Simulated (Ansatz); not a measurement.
Relaxation of C$_{2}$H$_{6}$O$_{2}$Si (11 atoms, charge 0, multiplicity 1), to a largest force component of 0.015 eV/Å in at most 40 steps.

Computed with RHF/cc-pVDZ (Ansatz 0.2.0).

```xyz
11
Properties=species:S:1:pos:R:3
O -1.117 2.096 0.371
C 0.002 2.054 0.013
Si 0.729 0.362 -0.239
C -0.421 -0.980 0.126
O -0.983 -1.154 1.432
H 0.656 2.941 -0.169
H 1.972 0.210 0.674
H 1.311 0.249 -1.628
H 0.073 -1.959 -0.127
H -1.296 -0.983 -0.613
H -1.583 -1.939 1.413
```

Where does it end, and by what steps?

It converged. After 26 steps the energy has fallen by 0.641 eV; H6 moved furthest, 0.75 Å.

| step | energy less start (eV) | largest force component (eV/Å) | accepted |
| --- | --- | --- | --- |
| 0 | 0.0000 | 4.030 | yes |
| 1 | -0.5049 | 1.117 | yes |
| 2 | -0.4076 | 2.433 | no |
| 3 | -0.5873 | 0.390 | yes |
| 4 | -0.6156 | 0.282 | yes |
| 5 | -0.5930 | 1.258 | no |
| 6 | -0.6279 | 0.171 | yes |
| 7 | -0.6334 | 0.061 | yes |
| 8 | -0.6354 | 0.161 | yes |
| 9 | -0.6362 | 0.291 | yes |
| 10 | -0.6373 | 0.226 | yes |
| 11 | -0.6383 | 0.145 | yes |
| 12 | -0.6380 | 0.307 | no |
| 13 | -0.6370 | 0.232 | no |
| 14 | -0.6393 | 0.055 | yes |
| 15 | -0.6401 | 0.030 | yes |
| 16 | -0.6396 | 0.331 | no |
| 17 | -0.6404 | 0.025 | yes |
| 18 | -0.6406 | 0.050 | yes |
| 19 | -0.6404 | 0.114 | no |
| 20 | -0.6407 | 0.016 | yes |
| 21 | -0.6408 | 0.015 | yes |
| 22 | -0.6408 | 0.039 | yes |
| 23 | -0.6406 | 0.071 | no |
| 24 | -0.6409 | 0.029 | yes |
| 25 | -0.6409 | 0.020 | yes |
| 26 | -0.6409 | 0.012 | yes |

```xyz
11
Properties=species:S:1:pos:R:3
O -1.168 2.134 -0.361
C -0.053 1.977 0.034
Si 0.829 0.276 -0.264
C -0.447 -1.087 0.058
O -0.711 -1.064 1.444
H 0.463 2.814 0.549
H 2.009 0.150 0.631
H 1.277 0.258 -1.683
H -0.070 -2.064 -0.266
H -1.346 -0.866 -0.528
H -1.443 -1.630 1.639
```

Time of the run: 61 s on 1 thread of Arm Neoverse V2, with other jobs on the host, peak memory 0.2 GiB.
